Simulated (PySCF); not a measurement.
**Basis-set dependence of GeI at PBE0**

PySCF, UKS reference; doublet, unpaired electrons π ↑; De to Ge + I without counterpoise correction.

| basis | relativity | functions | Re (Å) | ωe (cm⁻¹) | De (eV) | μ (D) |
| --- | --- | --- | --- | --- | --- | --- |
| cc-pVDZ-PP | scalar-relativistic core potentials | 46 | 2.547 | 242 | 3.12 | -1.53 |
| cc-pVTZ-PP | scalar-relativistic core potentials | 78 | 2.533 | 242 | 3.16 | -1.42 |
| def2-TZVPP | scalar-relativistic core potentials | 98 | 2.526 | 244 | 3.19 | -1.25 |
| def2-TZVPPD | scalar-relativistic core potentials | 113 | 2.525 | 244 | 3.20 | -1.24 |

Question: How does each smaller set differ from the one with most functions, def2-TZVPPD?

Answer: cc-pVDZ-PP: +2.2 pm, -0.8 % in ωe, -0.08 eV in De; cc-pVTZ-PP: +0.8 pm, -0.8 % in ωe, -0.04 eV in De; def2-TZVPP: +0.1 pm, +0.0 % in ωe, -0.01 eV in De. All at PBE0; the set with most functions is neither the basis-set limit nor always the best.

A positive dipole means Ge(−)I(+). Spin–orbit coupling is left out, which matters for elements this heavy, above all for dissociation energies. The state is the lowest determinant that a PBE0 search found; another state may lie lower at other levels.
